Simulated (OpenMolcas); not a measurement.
# 4d3 along the 39-electron sequence

| Property | Result |
| --- | --- |
| Program | OpenMolcas |
| Method | MS-CASPT2, IPEA 0.25 Eh, imaginary shift 0.1 Eh |
| Basis | ANO-R2 |
| Scalar Hamiltonian | X2C, finite nucleus |
| Spin-orbit coupling | RASSI with atomic mean-field integrals over the reference wave functions, term energies averaged over their components |

Active space for each ion: 3 electrons in 5 orbitals (4d); closed shells correlated by CASPT2: 4s 4p.

Computed levels in cm-1 above 4F 3/2:

```csv
Level,Nb2+,Mo3+,Tc4+,Ru5+,Rh6+,Pd7+
4F 5/2,514,776,1061,1426,1859,2460
4F 7/2,1174,1754,2370,3150,4050,5260
4F 9/2,1936,2860,3830,5000,6360,8100
4P 3/2,8910,10580,12150,13370,14910,16180
4P 1/2,8990,10630,12220,13510,15190,16690
2G 7/2,9490,11780,13930,15730,17970,20060
4P 5/2,9940,11900,13900,15710,18010,20330
2G 9/2,10060,12530,14840,16800,19170,21370
2P 1/2,10940,14340,17360,19960,22900,25780
weight of 4F in the lowest level (%),99,99,98,98,97,96
```

Mixed levels, with the weight of the term that names them: Nb2+ 4P 3/2 (74 %), Ru5+ 2G 9/2 (75 %), Rh6+ 2G 9/2 (68 %), Pd7+ 4P 3/2 (72 %), Pd7+ 2G 9/2 (60 %).

Measured, with the error of the calculation in %. Measured levels: Nb2+ from the list in Shadmi, J. Res. Natl. Bur. Stand. 70A, 435 (1966); Mo3+ from Sugar and Musgrove, J. Phys. Chem. Ref. Data 17, 155 (1988).

```tsv
Level	Nb2+	Mo3+
4F 5/2	516 (-0.3)	778 (-0.2)
4F 7/2	1177 (-0.3)	1760 (-0.3)
4F 9/2	1939 (-0.2)	2865 (-0.2)
4P 3/2	8608 (+3.5)	10331 (+2.4)
4P 1/2	8664 (+3.8)	10338 (+2.8)
2G 7/2	9236 (+2.7)	11580 (+1.7)
4P 5/2	9594 (+3.6)	11612 (+2.5)
2G 9/2	9804 (+2.6)	12311 (+1.8)
2P 1/2		14348 (0)
```

The fine-structure level 4F 9/2 changes by a factor of 4.18 from Nb2+ to Pd7+. Its fourth root runs 6.63, 7.31, 7.87, 8.41, 8.93, 9.49, with steps per unit of Z of 0.68, 0.55, 0.54, 0.52, 0.56; equal steps would mean a (Z - σ)^4 law with constant σ.

4P 3/2 changes by a factor of 1.82 over the same range, with steps per unit of Z of +1670, +1570, +1220, +1540, +1270 cm-1.

CASPT2 breaks the degeneracy within a term, and the mean is taken; among the terms shown or strongly mixed into the levels shown the widest spread is 940 cm-1 (4d3 4F, Rh6+). Levels of configurations with an s electron are missing; early in the row they begin among the upper levels of the d shell and mix with terms of their name (holds for Nb2+). The CASPT2 spread within a term exceeds the gap to the next term for 4d3 4P and 4d3 2G, so the order of their levels is uncertain (holds for Nb2+). Measured partners are found by configuration, term and J. A level has none where our copy of the source lacks it or the pairing is in doubt (some pairs that miss far off the trend of their configuration count as doubtful), and it then counts in no deviation. Levels of configurations outside the active space are missing.
